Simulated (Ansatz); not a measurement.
Reaction (ligand exchange at the Si–C bond): `[SiH3]C([SiH3])I` + `C[O][Sc]([OH])[Cl]` → `C[O][Sc]([Cl])[O][SiH3]` + `[SiH3]CI`

Computed with Ansatz on PBE0-D4/def2-TZVP structures; ΔE is electronic, products minus reactants. CCSD(T)/CBS adds triple-zeta CCSD(T) − MP2 to the extrapolated MP2 energy (def2 sets, frozen cores). Functionals use def2-TZVPP. B3LYP here is the variant with VWN-RPA as its local correlation; programs differ in this. def2 core potentials past Kr. For I, Sc outer-core shells are correlated without core-valence functions, which leaves a few kJ/mol of doubt a bond. Scalar relativity is left out up to krypton. Each species was taken in one conformer, which may not be the lowest.

`[SiH3]C([SiH3])I`:

Cartesian coordinates in Å:
```
Si -0.087 -1.508 0.581
C -0.060 -0.127 -0.692
Si -0.090 1.616 0.006
I 1.737 -0.340 -1.857
H 1.072 -1.351 1.494
H -0.029 -2.830 -0.091
H -1.349 -1.408 1.366
H -0.876 -0.260 -1.405
H -1.351 1.798 0.778
H -0.038 2.612 -1.092
H 1.070 1.798 0.912
```

`C[O][Sc]([OH])[Cl]`:

Cartesian coordinates in Å:
```
C 1.347 0.936 0.829
O 0.479 0.058 0.194
Sc -0.752 -1.030 -0.638
O -2.432 -0.369 -1.051
Cl -0.163 -3.227 -1.142
H 2.009 0.398 1.517
H 0.793 1.689 1.403
H 1.972 1.459 0.097
H -3.253 0.087 -1.209
```

`C[O][Sc]([Cl])[O][SiH3]`:

Cartesian coordinates in Å:
```
C -1.193 1.739 1.927
O -0.111 1.181 1.257
Sc 1.223 0.364 0.295
Cl 3.454 0.883 0.682
O 0.736 -0.901 -1.007
Si 0.217 -1.983 -2.113
H -2.136 1.303 1.581
H -1.108 1.566 3.005
H -1.232 2.821 1.760
H 1.371 -2.610 -2.812
H -0.643 -1.310 -3.125
H -0.577 -3.054 -1.451
```

`[SiH3]CI`:

```xyz
8

Si   -0.662   -0.665    0.195
C     0.443    0.807   -0.172
I     2.459    0.145   -0.462
H    -0.624   -1.611   -0.946
H    -2.059   -0.186    0.392
H    -0.196   -1.341    1.430
H     0.476    1.523    0.648
H     0.162    1.327   -1.086
```

```tsv
level	ΔE (kcal/mol)
r2SCAN-D4	-25.0
B3LYP-D4	-25.5
B2PLYP	-26.9
PBE	-23.2
CCSD/def2-TZVPP	-26.2
HF/def2-QZVPP	-32.9
SCS-MP2/def2-QZVPP	-26.2
HF/CBS(def2)	-33.0
```

(1) What does CCSD(T)/CBS give? (An estimate is asked.)

Largest T1 diagnostic among the species: 0.015.

Results:

(1) Computed: -24.8 kcal/mol. The listed levels differ from it by -0.2, -0.7, -2.1, 1.6, -1.4, -8.1, -1.4, -8.2 kcal/mol.

The D4 term adds +2.3 kcal/mol with B3LYP and +1.2 kcal/mol with PBE0; it sums over pairs of atoms, weighted by their polarisabilities, and B3LYP, whose exchange is more repulsive, gets the larger term. In def2-TZVPP, CCSD(T) changes the Hartree–Fock value by +7.3 kcal/mol (the triples alone add +1.1 kcal/mol) and MP2 by +8.1 kcal/mol. From PBE to PBE0 (25 % exact exchange), in def2-TZVPP and without D4, ΔE moves by −1.0 kcal/mol.
